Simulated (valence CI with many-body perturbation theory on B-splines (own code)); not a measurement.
**E1 line list for Sn³⁷⁺**

Level of theory: relativistic CI+MBPT: three valence electrons over a frozen Dirac-Fock core [Ne], radial functions for each j: 11 s, 11 p, 9 d, 7 f, 5 g, 2 h, 1 i, with the one-electron correlation potential Σ1, the two-electron term Σ2, the three-electron term Σ3, Breit, model QED; selected CI, second order for the rest (own B-spline code, finite nucleus).

The last digits are not significant, and no measured levels were compared; by estimate large intervals hold to a few tenths of a per cent, small ones and those within an open d or f shell to about a per cent.

Lines 201 to 250 of 265 in falling wavelength, among levels below 36.722 Ry, chosen from the strongest by gf and those to the six lowest levels. Wavelengths and rates use the calculated energies. Electric multipoles are in the length gauge, E1 and E2 with the static RPA response of the core. Weak lines are less certain than strong ones. Lines between different terms over intervals too small for the method are left out, as are lines whose strength nearly cancels. The highest levels of a list are the least certain.

Levels are named by their leading jj configuration (3d3/2^4 stands for four electrons in 3d with j = 3/2), which in mixed levels can hold well under half, so a name can repeat and another be missing. Letters in brackets count levels of one name in rising energy.

| λ vac (Å) | Upper | Lower | A (s⁻¹) | log gf | Branch % |
| --- | --- | --- | --- | --- | --- |
| 61.76 | (3s 3d3/2 3d5/2) J=7/2 [b] | (3s 3p1/2 3d5/2) J=5/2 [b] | 1.96e+10 | -1.05 | 10.2 |
| 61.76 | (3s 3d3/2^2) J=5/2 | (3s 3p1/2 3d3/2) J=5/2 | 1.44e+11 | -0.31 | 43.0 |
| 61.64 | (3p1/2 3p3/2^2) J=3/2 [a] | (3s 3p1/2^2) J=1/2 | 4.54e+10 | -0.99 | 29.8 |
| 61.09 | (3s 3p3/2 3d5/2) J=5/2 [a] | (3s 3p1/2 3p3/2) J=5/2 | 9.34e+09 | -1.50 | 7.1 |
| 60.89 | (3s 3d3/2 3d5/2) J=3/2 [b] | (3s 3p1/2 3d5/2) J=5/2 [a] | 6.17e+10 | -0.86 | 19.9 |
| 60.85 | (3s 3d3/2^2) J=3/2 | (3s 3p1/2 3d3/2) J=3/2 [a] | 1.38e+11 | -0.51 | 41.4 |
| 60.47 | (3s 3p3/2 3d3/2) J=5/2 [b] | (3s 3p1/2 3p3/2) J=3/2 [b] | 1.09e+11 | -0.44 | 28.7 |
| 60.07 | (3s 3p3/2 3d3/2) J=1/2 [b] | (3s 3p1/2 3p3/2) J=3/2 [b] | 1.47e+08 | -3.80 | 0.0 |
| 59.25 | (3s 3p3/2 3d3/2) J=3/2 [b] | (3s 3p1/2 3p3/2) J=5/2 | 5.16e+08 | -2.96 | 0.1 |
| 59.01 | (3s 3p3/2 3d5/2) J=3/2 [a] | (3s 3p1/2 3p3/2) J=3/2 [a] | 5.40e+08 | -2.95 | 0.5 |
| 58.75 | (3p1/2 3p3/2 3d5/2) J=5/2 [c] | (3p1/2^2 3p3/2) J=3/2 | 3.76e+10 | -0.93 | 14.2 |
| 58.37 | (3s 3d3/2 3d5/2) J=5/2 [a] | (3s 3p1/2 3d3/2) J=5/2 | 2.35e+10 | -1.14 | 8.1 |
| 58.36 | (3s 3p3/2 3d5/2) J=7/2 [a] | (3s 3p1/2 3p3/2) J=5/2 | 4.57e+10 | -0.73 | 34.4 |
| 58.28 | (3s 3p3/2 3d5/2) J=5/2 [a] | (3s 3p1/2 3p3/2) J=3/2 [a] | 1.25e+09 | -2.42 | 0.9 |
| 57.53 | (3s 3p3/2 3d5/2) J=1/2 | (3s 3p1/2 3p3/2) J=3/2 [b] | 1.32e+10 | -1.88 | 5.0 |
| 56.60 | (3s 3p3/2 3d3/2) J=3/2 [b] | (3s 3p1/2 3p3/2) J=3/2 [a] | 2.30e+09 | -2.35 | 0.7 |
| 56.59 | (3s 3p3/2 3d3/2) J=5/2 [b] | (3s 3p1/2 3p3/2) J=5/2 | 3.12e+09 | -2.05 | 0.8 |
| 56.25 | (3s 3p3/2 3d5/2) J=3/2 [b] | (3s 3p1/2 3p3/2) J=3/2 [b] | 5.13e+07 | -4.01 | 0.0 |
| 55.86 | (3s 3p3/2 3d5/2) J=5/2 [b] | (3s 3p1/2 3p3/2) J=3/2 [b] | 2.62e+09 | -2.13 | 0.7 |
| 55.68 | (3s 3p3/2^2) J=1/2 | (3s^2 3p1/2) J=1/2 | 4.27e+09 | -2.40 | 2.6 |
| 55.67 | (3s 3p3/2 3d5/2) J=7/2 [b] | (3s 3p1/2 3p3/2) J=5/2 | 3.07e+09 | -1.94 | 1.4 |
| 54.89 | (3p1/2 3p3/2^2) J=1/2 | (3s 3p1/2^2) J=1/2 | 2.44e+09 | -2.66 | 1.4 |
| 54.49 | (3s 3p3/2^2) J=3/2 | (3s^2 3p1/2) J=1/2 | 1.25e+09 | -2.65 | 0.4 |
| 54.23 | (3p1/2 3p3/2^2) J=3/2 [b] | (3s 3p1/2^2) J=1/2 | 2.29e+10 | -1.39 | 7.7 |
| 54.17 | (3s 3p3/2 3d3/2) J=5/2 [b] | (3s 3p1/2 3p3/2) J=3/2 [a] | 4.84e+07 | -3.89 | 0.0 |
| 53.84 | (3s 3p3/2 3d3/2) J=1/2 [b] | (3s 3p1/2 3p3/2) J=3/2 [a] | 1.63e+07 | -4.85 | 0.0 |
| 53.08 | (3p3/2^3) J=3/2 | (3s 3p1/2 3p3/2) J=3/2 [b] | 2.66e+09 | -2.35 | 0.6 |
| 52.87 | (3s 3p3/2 3d5/2) J=3/2 [b] | (3s 3p1/2 3p3/2) J=5/2 | 3.07e+09 | -2.29 | 1.0 |
| 52.53 | (3s 3p3/2 3d5/2) J=5/2 [b] | (3s 3p1/2 3p3/2) J=5/2 | 4.93e+09 | -1.91 | 1.4 |
| 51.79 | (3s 3p3/2 3d5/2) J=1/2 | (3s 3p1/2 3p3/2) J=3/2 [a] | 5.26e+08 | -3.37 | 0.2 |
| 51.54 | (3s 3p3/2 3d3/2) J=3/2 [a] | (3s 3p1/2^2) J=1/2 | 1.70e+09 | -2.57 | 0.9 |
| 51.41 | (3s 3p3/2 3d3/2) J=1/2 [a] | (3s 3p1/2^2) J=1/2 | 2.32e+08 | -3.73 | 0.1 |
| 50.75 | (3s 3p3/2 3d5/2) J=3/2 [b] | (3s 3p1/2 3p3/2) J=3/2 [a] | 8.05e+08 | -2.91 | 0.3 |
| 50.43 | (3s 3p3/2 3d5/2) J=5/2 [b] | (3s 3p1/2 3p3/2) J=3/2 [a] | 2.84e+09 | -2.19 | 0.8 |
| 50.06 | (3p3/2^3) J=3/2 | (3s 3p1/2 3p3/2) J=5/2 | 1.48e+09 | -2.65 | 0.3 |
| 49.02 | (3s 3p3/2 3d5/2) J=3/2 [a] | (3s 3p1/2^2) J=1/2 | 1.69e+09 | -2.61 | 1.6 |
| 48.16 | (3p3/2^3) J=3/2 | (3s 3p1/2 3p3/2) J=3/2 [a] | 3.45e+08 | -3.32 | 0.1 |
| 47.34 | (3s 3p3/2 3d3/2) J=3/2 [b] | (3s 3p1/2^2) J=1/2 | 8.88e+07 | -3.92 | 0.0 |
| 45.40 | (3s 3p3/2 3d3/2) J=1/2 [b] | (3s 3p1/2^2) J=1/2 | 6.81e+08 | -3.38 | 0.2 |
| 43.93 | (3s 3p3/2 3d5/2) J=1/2 | (3s 3p1/2^2) J=1/2 | 1.89e+09 | -2.96 | 0.7 |
| 43.18 | (3s 3p3/2 3d5/2) J=3/2 [b] | (3s 3p1/2^2) J=1/2 | 4.41e+08 | -3.31 | 0.1 |
| 41.29 | (3p3/2^3) J=3/2 | (3s 3p1/2^2) J=1/2 | 1.65e+08 | -3.77 | 0.0 |
| 38.87 | (3p1/2^2 3d3/2) J=3/2 | (3s^2 3p3/2) J=3/2 | 2.56e+07 | -4.63 | 0.0 |
| 36.77 | (3p1/2^2 3d5/2) J=5/2 | (3s^2 3p3/2) J=3/2 | 1.24e+07 | -4.82 | 0.0 |
| 33.81 | (3p1/2 3p3/2 3d3/2) J=3/2 [a] | (3s^2 3p3/2) J=3/2 | 1.39e+07 | -5.02 | 0.0 |
| 32.38 | (3p1/2 3p3/2 3d3/2) J=3/2 [b] | (3s^2 3p3/2) J=3/2 | 7.99e+07 | -4.30 | 0.0 |
| 31.98 | (3p1/2 3p3/2 3d3/2) J=1/2 [b] | (3s^2 3p3/2) J=3/2 | 8.14e+07 | -4.60 | 0.0 |
| 31.91 | (3p1/2 3p3/2 3d5/2) J=5/2 [b] | (3s^2 3p3/2) J=3/2 | 4.55e+07 | -4.38 | 0.0 |
| 30.63 | (3p1/2 3p3/2 3d5/2) J=1/2 | (3s^2 3p3/2) J=3/2 | 1.80e+07 | -5.30 | 0.0 |
| 30.63 | (3p1/2 3p3/2 3d5/2) J=3/2 [b] | (3s^2 3p3/2) J=3/2 | 1.87e+07 | -4.98 | 0.0 |
